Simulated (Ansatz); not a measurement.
Ansatz (an electronic-structure program) input for C₂H₈F₂Si₂, SMILES FC(F)C[SiH2][SiH3], CAM-B3LYP/def2-SVPD. Geometry: B3LYP-D3(BJ)/def2-SVP. This is a generated structure with no PubChem entry under its InChIKey; it may be hypothetical. Other conformers were not sampled.

Ansatz 0.2 input:
```yaml
crystal:
  periodic: [false, false, false]
  atoms:
    - {symbol: F, position_ang: [-2.51020137, 1.29999021, -0.40069855]}
    - {symbol: C, position_ang: [-1.29065462, 0.69615795, -0.43168843]}
    - {symbol: F, position_ang: [-1.35141652, -0.29336412, -1.37346568]}
    - {symbol: C, position_ang: [-0.94532306, 0.11152154, 0.91584786]}
    - {symbol: Si, position_ang: [0.61037795, -0.99425782, 0.92345300]}
    - {symbol: Si, position_ang: [2.37319951, 0.05496619, -0.22756749]}
    - {symbol: H, position_ang: [-0.55663877, 1.44424767, -0.78342319]}
    - {symbol: H, position_ang: [-1.80769267, -0.48377356, 1.26014811]}
    - {symbol: H, position_ang: [-0.80813990, 0.93447496, 1.63566446]}
    - {symbol: H, position_ang: [0.31097408, -2.31533726, 0.30276961]}
    - {symbol: H, position_ang: [1.00086772, -1.21918294, 2.34701229]}
    - {symbol: H, position_ang: [2.63383864, 1.40192963, 0.36564100]}
    - {symbol: H, position_ang: [3.62228409, -0.75689894, -0.14513480]}
    - {symbol: H, position_ang: [2.00484934, 0.23891133, -1.66255285]}
basis:
  gaussian:
    orbitals: def2-SVPD
hamiltonian:
  xc: {name: CAM-B3LYP}
```

Program output:

```
WARN ansatz: RAYON_NUM_THREADS=2 ignored (pool sized by the plan → 2); use --threads N
Functional definition: CAM-B3LYP
integrals: 0.19 GiB planned
1694 factors; their error is unknown
integrals: 0.22 GiB planned
739 factors; integrals over basis functions are off by at most 1.9e-5 eV
mean field: 1.88 GiB planned
mean field evaluation 1: about -23377.6819 eV, gradient 4.1e1 eV
mean field evaluation 2: about -23377.9489 eV, gradient 4.2e1 eV
mean field evaluation 4: about -23380.9543 eV, gradient 2.0e0 eV
mean field evaluation 8: about -23380.9607 eV, gradient 4.1e-2 eV
mean field evaluation 16: about -23381.0521 eV, gradient 6.1e-5 eV
mean field -23381.05207903 eV, -859.2378156582 hartree, gradient 6.1e-5 eV, S^2 0.000000; 0 other end points of the search recorded, 0 dependent functions left out
reference -23381.05224252 eV, -859.2378216662 hartree; 33, 33 occupied and 165, 165 virtual orbitals, 1694 factors
Total energy: -23381.05224252 eV, -859.2378216662 hartree
```

Self-consistency was reached.

Cost: around 10 core-seconds (rough).
